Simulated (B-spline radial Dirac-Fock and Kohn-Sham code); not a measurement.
**The L3-M23M23 Auger spectrum of Nb⁺**

System: the Nb⁺ ion in the configuration 1s2 2s2 2p6 3s2 3p6 3d10 4s2 4p6 4d3 5p1 (not the ground configuration).

Input file task.json (cfg lists n, l and occupation; rrms is the nuclear radius in fm):

```json
{"items": [{
  "Z": 41,
  "q": 1,
  "cfg": [[1, 0, 2], [2, 0, 2], [2, 1, 6], [3, 0, 2], [3, 1, 6], [3, 2, 10], [4, 0, 2], [4, 1, 6], [4, 2, 3], [5, 1, 1]],
  "A": 93,
  "rrms": 4.324,
  "do": ["binding", "quiet", "double"]
}]}
```

Run with: `python xray_run.py task.json out`

These are calculated numbers from a radial B-spline solver; the model is relaxed Dirac-Fock hole states (ΔSCF) with Breit and QED corrections and a finite nucleus. The two-hole levels come from diagonalising the Coulomb interaction among the jj configurations; intensities are independent-particle Coulomb rates. Kinetic energies are from the vacuum level. Correlation energy is missing from these numbers. Open outer shells are spectators and are not coupled to the holes.

```
kinetic energy (eV)  J  leading jj holes (weight)  leading LS term (weight)  intensity (%)
             1553.2  0                M2M2 (0.93)                ¹S0 (0.60)            2.3
             1572.1  2                M2M3 (0.97)                ¹D2 (0.81)           31.5
             1577.1  1                M2M3 (1.00)                ³P1 (1.00)           12.5
             1584.2  0                M3M3 (0.93)                ³P0 (0.60)           11.5
             1591.5  2                M3M3 (0.97)                ³P2 (0.81)           42.2
```

The strongest line, by its leading LS label ³P2, lies at 1591.5 eV. The mean weight of the leading component is 0.96 in jj and 0.76 in LS coupling, so jj labels describe these levels better.
